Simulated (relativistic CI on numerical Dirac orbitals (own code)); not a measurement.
## One change at a time: W22+

Base calculation: Dirac-Coulomb-Breit CI, KLI orbitals optimised for each configuration, model QED (radiative potential, 1s self-energy scaled to tabulated hydrogen-like ionisation energies), unscaled Slater integrals.

CI space (outside the closed core [Ar] 3d10 4p6): 4s2 4d10 4f6, 4s2 4d10 4f5 5s, 4s2 4d10 4f4 5s2, 4s2 4d10 4f5 5p, 4s2 4d9 4f7, 4s2 4d10 4f4 5s 5p, 4s2 4d10 4f4 5p2, 4s2 4d10 4f5 6p, 4d10 4f8. Levels of other configurations are missing.

Variants: (1) valence Slater integrals scaled by 0.9; (2) Breit term removed; (3) only the first 3 configurations. Shifts of the energy above 4s2 4d10 4f6 7F_0, in cm⁻¹, for the lowest level and the first level of each name with at least 55 % of one term (blank where a level changes its place among those of its configuration and J or its character, or is not in the variant):

```
             Level     Base     Δ(1)     Δ(2)    Δ(3)
 4s2 4d10 4f6 7F_0      0.0      0.0      0.0     0.0
 4s2 4d10 4f6 7F_1   5293.6   +952.0   +775.0   -36.2
 4s2 4d10 4f6 7F_2  11218.0  +1466.3  +1483.3   -59.5
 4s2 4d10 4f6 7F_3  16856.4  +1649.4  +2076.7   -71.2
 4s2 4d10 4f6 7F_4  21995.2  +1624.1  +2592.5   -74.9
 4s2 4d10 4f6 7F_5  26485.0  +1423.6  +3044.3   -71.2
 4s2 4d10 4f6 7F_6  29960.0   +924.1  +3397.6   -56.8
 4s2 4d10 4f6 5D_1  49925.8  -2116.3  +1388.1   +73.3
 4s2 4d10 4f6 5D_2  62518.2  -2442.9  +2076.0   +66.0
 4s2 4d10 4f6 5L_7  68845.9  -3997.7  +3060.1   -54.5
 4s2 4d10 4f6 5G_2  69538.1  -4913.0  +1239.7  +106.0
 4s2 4d10 4f6 5D_3  74684.3  -3333.2  +2548.7   +62.6
 4s2 4d10 4f6 5L_8  74889.8  -3809.1  +4021.0   -69.4
4s2 4d10 4f6 5L_10  78153.5  -4394.3  +5169.9   -56.6
```

At this charge energies of transitions that change n are usually good to better than 1 %, and those within a shell (Δn = 0) to a few per cent. Terms inside the open d or f shell come out 10 to 20 % too wide with unscaled integrals.

Ionisation energy from the two ground configurations alone: base 638.391 eV; valence Slater integrals scaled by 0.9 638.103 eV. The NIST ASD value (semi-empirical) is 640.6 eV.

LS names give the leading component of a level, which can be under half, so a name can repeat, a term be missing and a line seem to break the LS rules.
